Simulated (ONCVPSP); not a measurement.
**Building the ONCV potential for Co (Z = 27) (PBE, scalar-relativistic).**

```json
{
 "Element": "Co (Z = 27)",
 "Generator": "ONCVPSP 4.0.1",
 "Type": "optimised norm-conserving Vanderbilt (ONCV)",
 "Functional": "PBE",
 "Relativity": "scalar-relativistic",
 "Frozen core": "[Ar]",
 "Valence charge": "9",
 "Reference configuration": "3d7 4s2",
 "Partial waves": "4s: rc 2.40 bohr, ncon 4, nbas 8, qcut 2.9 1/bohr, 2 projectors, debl 3.3 Ha; p scattering state at 0.23 Ha: rc 2.55 bohr, ncon 5, nbas 8, qcut 3 1/bohr, 1 projector; 3d: rc 1.35 bohr, ncon 4, nbas 7, qcut 14.1 1/bohr, 1 projector",
 "Local potential": "polynomial inside 1.20 bohr (lpopt 5, dvloc0 0 Ha)",
 "Core correction": "Teter function, fcfact 5.75, rcfact 1.12"
}
```

In the p channel the program set the typed energies aside and used 0.050 Ha.

All-electron outer shells of the reference configuration (PBE, scalar-relativistic, ld1.x):

```
shell  level (eV)  outermost node (bohr)  outermost maximum (bohr)
   3p      -65.64                   0.28                      0.68
   3d       -8.20                      –                      0.66
   4s       -5.47                   0.96                      2.32
```

Calculated quality:

| Quantity | Value |
| --- | --- |
| Cutoffs needed | 64 Ha and 73 Ha (the cutoffs (Ha) at which the residual kinetic energy of the hardest occupied pseudo-wave falls to 1 and 0.1 mHa per electron) |
| Ghost test | no bound ghost flagged; GHOST(+) flagged for p at 27.0 eV, s at 40.2 eV |
| Largest excitation error | -142 meV (all-electron minus pseudo) for 3d8 4s0, out of 4 test configurations |
| rms error of d²Exc/dni dnj | 10.61 mHa without and 5.72 mHa with the model core |

Generation and tests took about 3.4 s on one core of a shared server CPU.
